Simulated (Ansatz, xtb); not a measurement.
Spectroscopic constants of CdH+, closed-shell singlet (lowest of 2S+1 = 1, 3 at CCSD(T)/def2-TZVPP on PBE0 minima; our sources give no spin for the ground state, which may be another). No spin–orbit coupling.

The constants come from a fifth-degree fit in 1/R (seven points, main isotopes). Runs in def2 and cc sets follow the lowest solution found near the PBE0 minimum. The singlet is held restricted.

Correlated levels freeze the inner cores; with def2 sets outer-core shells near the valence are correlated too. CBS: X⁻³ extrapolation of the correlation energy, Hartree–Fock from the larger set.

Programs: Ansatz (a first-principles code); xtb for the GFN methods. Values without a source in brackets are computed. In def2 rows elements past Kr take small-core potentials, without spin–orbit coupling.

Question: What bond length and harmonic frequency does GFN2-xTB give?

Answer: r_e = 1.605 Å, ω_e = 1556 cm⁻¹.

Question: What bond length and harmonic frequency does PBE/def2-TZVPP give?

Answer: r_e = 1.668 Å, ω_e = 1749 cm⁻¹.

Question: What bond length and harmonic frequency does CCSD(T)/CBS(def2-TZVPP, def2-QZVPP) give?

Answer: r_e = 1.665 Å, ω_e = 1759 cm⁻¹.
